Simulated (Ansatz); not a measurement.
Reaction (homolysis of the F–Si bond): `F[SiH2]C[SiH2]F` → F• + `F[SiH2]C[SiH2]`•

Gas-phase electronic energies from Ansatz, PBE0-D4/def2-TZVP geometries. CBS: MP2 limit from def2 TZ/QZ plus the TZ coupled-cluster correction, frozen cores. This one scheme is used for every species, atoms too. Functionals use def2-TZVPP. HSE06 is defined as in plane-wave codes. No spin–orbit coupling; open shells (•) take unrestricted orbitals. Spin–orbit coupling would lower the free atoms: a little for F. Each species was taken in one conformer, which may not be the lowest.

CCSD(T)/CBS gives +661.9 kJ/mol.

(1) Another level gave +627.8 kJ/mol. Which?
A. BHLYP-D4/def2-TZVPP
B. HSE06-D4/def2-TZVPP
C. BLYP/def2-TZVPP
D. PBE-D4/def2-TZVPP

(2) What do rigid-rotor, harmonic-oscillator terms from PBE0-D4/def2-TZVP frequencies (298.15 K, 1 bar) make of the CCSD(T)/CBS value? (An estimate is asked.)

Largest T1 diagnostic among the species: 0.012.

Answers

(1) B. HSE06-D4 627.8, BHLYP-D4 616.3, PBE-D4 643.9, BLYP 638.0 kJ/mol.

(2) Ansatz gave: ΔZPE = -13.6 kJ/mol, ΔH = +652.6 kJ/mol, ΔS = 148 J/(mol·K), ΔG = +608.5 kJ/mol. Open shells count their whole term as degenerate. Modes under 50 cm⁻¹ make the entropy rough.

At CCSD(T), def2-SVP lies −67.0 kJ/mol from the extrapolated value and def2-TZVPP −22.0 kJ/mol: correlation converges slowly with the basis, and small sets miss more of it in the bonded molecule than in its fragments. From BLYP to BHLYP (50 % exact exchange), in def2-TZVPP and without D4, ΔE moves by −22.2 kJ/mol: exact exchange takes away binding that semilocal exchange gives to molecules. In def2-TZVPP, CCSD(T) changes the Hartree–Fock value by +145.9 kJ/mol (the triples alone add +8.8 kJ/mol) and MP2 by +178.9 kJ/mol; breaking electron pairs costs correlation energy, which Hartree–Fock lacks.

CCSD(T)/CBS has its own doubt, a few kJ/mol and more with outer-core shells, so smaller differences from it don't rank the levels.
